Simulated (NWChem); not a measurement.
System: C₃H₄BrF; SMILES F[C@@H]1C[C@H]1Br

Computed with NWChem. Pople sets run with spherical d functions. All runs use the structure optimised with B3LYP/6-31G* (spherical d). Level: M05-2X/6-31G* with SMD (1 M gas to 1 M solution), gas-phase geometry.

Question: Predict the results for solvent 2-propanol. Quantities: solvation free energy (kcal/mol); cavity-dispersion-structure term (kcal/mol); dipole in solution (D).

Answer: The solvation free energy (kcal/mol) comes out as -6.2. The cavity-dispersion-structure term (kcal/mol) comes out as -2.3 and the dipole in solution (D) is 1.77.
